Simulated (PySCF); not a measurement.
C2H5Be, charge +1. Atoms are numbered in the order given.

```xyz
8

Be    -0.6306     1.6872     0.0000
C      0.4345     0.3824     0.0000
C     -0.2004    -1.0069     0.0000
H      1.0639     0.5584     0.8832
H      1.0639     0.5584    -0.8832
H     -0.8087    -1.1868    -0.8860
H     -0.8087    -1.1868     0.8860
H      0.6071    -1.7448     0.0000
```
Charge +1, spin multiplicity 1.

Coordinates come from a PBE0-D3(BJ)/def2-TZVP optimisation. The multiplicity is an assumed one; other spin states were not compared. The isomer is the one that the SMILES or the coordinates give; other isomers of the formula were not compared.

Computed with TDA-M06-2X/def2-SVPD (PySCF).

Vertical excitations.  State labels are in the subgroup Cs.

Computed UV-visible absorptions:
```json
[
 {"state": "S1", "symmetry": "A'", "energy (eV)": "3.69", "λ (nm)": "336", "f": "0.201", "main pairs": "HOMO→LUMO 97 %"},
 {"state": "S2", "symmetry": "A\"", "energy (eV)": "4.37", "λ (nm)": "284", "f": "0.001", "main pairs": "HOMO−1→LUMO 97 %"},
 {"state": "S3", "symmetry": "A'", "energy (eV)": "5.11", "λ (nm)": "243", "f": "0.025", "main pairs": "HOMO−2→LUMO 97 %"},
 {"state": "S4", "symmetry": "A'", "energy (eV)": "5.76", "λ (nm)": "215", "f": "0.111", "main pairs": "HOMO→LUMO+1 95 %"},
 {"state": "S5", "symmetry": "A\"", "energy (eV)": "5.93", "λ (nm)": "209", "f": "0.110", "main pairs": "HOMO→LUMO+2 97 %"},
 {"state": "S6", "symmetry": "A'", "energy (eV)": "6.64", "λ (nm)": "187", "f": "0.038", "main pairs": "HOMO−3→LUMO 90 %"},
 {"state": "S7", "symmetry": "A\"", "energy (eV)": "6.83", "λ (nm)": "181", "f": "0.003", "main pairs": "HOMO−1→LUMO+1 82 %, HOMO−4→LUMO 16 %"},
 {"state": "S8", "symmetry": "A\"", "energy (eV)": "7.06", "λ (nm)": "176", "f": "0.009", "main pairs": "HOMO−4→LUMO 81 %, HOMO−1→LUMO+1 15 %"},
 {"state": "S9", "symmetry": "A'", "energy (eV)": "7.25", "λ (nm)": "171", "f": "0.035", "main pairs": "HOMO−1→LUMO+2 89 %"},
 {"state": "S10", "symmetry": "A\"", "energy (eV)": "7.73", "λ (nm)": "160", "f": "0.004", "main pairs": "HOMO−2→LUMO+2 97 %"},
 {"state": "T1", "symmetry": "A'", "energy (eV)": "2.23", "λ (nm)": "555", "f": "0", "main pairs": "HOMO→LUMO 93 %"},
 {"state": "T2", "symmetry": "A\"", "energy (eV)": "4.27", "λ (nm)": "291", "f": "0", "main pairs": "HOMO−1→LUMO 94 %"},
 {"state": "T3", "symmetry": "A'", "energy (eV)": "4.64", "λ (nm)": "267", "f": "0", "main pairs": "HOMO→LUMO+1 85 %"},
 {"state": "T4", "symmetry": "A\"", "energy (eV)": "4.80", "λ (nm)": "258", "f": "0", "main pairs": "HOMO→LUMO+2 90 %"}
]
```
Triplets are in the Tamm–Dancoff approximation.
